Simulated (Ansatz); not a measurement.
Q: Name a neutral molecule of B, O, S and H with size of the dipole moment (B3LYP/def2-TZVPP) between 0.65 and 0.95 D and size of the dipole moment (ωB97M-V/def2-TZVPP) between 0.80 and 1.10 D (Ansatz, PBE0-D4/def2-TZVP geometry).

A: `OBBS` (0.84 D, 0.85 D); `SB1OBS1` (0.86 D, 0.86 D). Other molecules can fit too; these were computed, each in one conformer that needn't be the lowest.

B3LYP here is the variant with VWN-RPA as its local correlation; programs differ in this.
